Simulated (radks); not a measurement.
Problem. Species: Co4+. Configuration: [Ar] 3d5 (the NIST ground configuration). Calculated with a radial shooting solver on a logarithmic mesh with Libxc functionals: scalar-relativistic Kohn-Sham, r2SCAN, spin-polarised, spherical densities, finite nucleus; open shells are filled with parallel spins first; meta-GGA in the generalised Kohn-Sham scheme; Fermi nuclear charge, rms radius 3.7875 fm. Some entries of the table are withheld. Estimate them.

orbital,occ.,eigenvalue (hartree),<1/r> (bohr^-1)
1s down,1,-282.2381,27.03
1s up,1,-282.2368,27.03
2s up,1,-35.75339,5.824
2s down,1,-35.60148,5.841
2p up,3,-30.88206,5.699
2p down,3,-30.76709,5.715
3s up,1,-6.22183,1.870
3s down,1,-5.90795,1.848
3p up,3,-4.79765,(1)
3p down,3,-4.48481,(2)
3d up,5,-2.53624,1.465
3d down,0,-2.21768,1.434

Solution. 
(1) 3p up <1/r> (bohr^-1): 1.738
(2) 3p down <1/r> (bohr^-1): 1.715
